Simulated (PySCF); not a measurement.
Species: C8H6N (doublet state).
SMILES with atom numbers: `[CH2:1][c:2]1[cH:3][cH:4][c:5]([C:6]#[N:7])[cH:8][cH:9]1` (hydrogens: H10, H11 on C1; H12 on C3; H13 on C4; H14 on C8; H15 on C9)

Computed with UKS B3LYP, pcH-1 on C H N, non-relativistic, mean-field spin-orbit, GIAO (PySCF 2.14.0). Isolated species at its GFN2-xTB geometry, gas phase. A GFN2-xTB geometry isn't a minimum of the functional, and hyperfine couplings can be far from their values at a DFT geometry. Stability of the SCF solution: not tested. ⟨S²⟩ is 0.785 where a pure state has 0.75.

**Question.** The isotropic 1H couplings, averaged over equivalent nuclei, are -42.9, -15.8, +7.1 MHz. Assign them to H10/H11; H12/H15; H13/H14.

**Answer.** 
```json
{"site": "H10/H11", "a_iso (MHz)": "-42.9", "ρ(0) (bohr⁻³)": "-0.0096", "position": "α, 1 bond from C1", "distance from C1 (Å)": "1.08", "bound to": "C1", "spin population there": "+0.71", "largest |T| (MHz)": "26.1"}
{"site": "H12/H15", "a_iso (MHz)": "-15.8", "ρ(0) (bohr⁻³)": "-0.0035", "position": "γ, 3 bonds from C1, on C3 of spin population +0.25", "distance from C1 (Å)": "2.67", "bound to": "C3/C9", "spin population there": "+0.25", "largest |T| (MHz)": "8.2"}
{"site": "H13/H14", "a_iso (MHz)": "+7.1", "ρ(0) (bohr⁻³)": "+0.0016", "position": "4 bonds from C1, on C4 of spin population -0.13", "distance from C1 (Å)": "4.57", "bound to": "C4/C8", "spin population there": "-0.13", "largest |T| (MHz)": "3.8"}
```

ρ(0) is the spin density at the nucleus and T the dipolar tensor; entries for several nuclei are means. The largest Mulliken spin populations are on C1 (+0.71), C5 (+0.29), C3 (+0.25) and C9 (+0.25). Four atoms exceed +0.15. The angles at C1 add up to 360.0°, so it is planar; its axial dipolar tensor and the negative couplings of its protons fit spin in a p orbital normal to that plane.
